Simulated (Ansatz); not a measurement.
`[SiH3][SiH]1CO1` + `C=C(N)S[SiH3]` → `[SiH3]S[SiH]1CO1` + `C=C(N)[SiH3]`  (redistribution)

Program: Ansatz. Geometries: PBE0-D4/def2-TZVP. ΔE: electronic, gas phase. CBS: MP2 limit from def2 TZ/QZ plus the TZ coupled-cluster correction, frozen cores. Functionals use def2-TZVPP. One conformer a species, not always the lowest.

CCSD(T)/CBS gives -99.6 kJ/mol.

Question: Another level gave -110.5 kJ/mol. Which?
A. SCS-MP2/def2-TZVPP
B. HF/def2-TZVPP
C. r2SCAN-D4/def2-TZVPP
D. PBE0-D4/def2-TZVPP

Answer: B. HF/def2-TZVPP -110.5, r2SCAN-D4 -94.0, SCS-MP2/def2-TZVPP -102.7, PBE0-D4 -89.3 kJ/mol.

Largest T1 diagnostic among the species: 0.015.

From PBE to PBE0 (25 % exact exchange), in def2-TZVPP and without D4, ΔE moves by −6.8 kJ/mol. In def2-TZVPP, CCSD(T) changes the Hartree–Fock value by +13.4 kJ/mol (the triples alone add +2.2 kJ/mol) and MP2 by +6.9 kJ/mol.
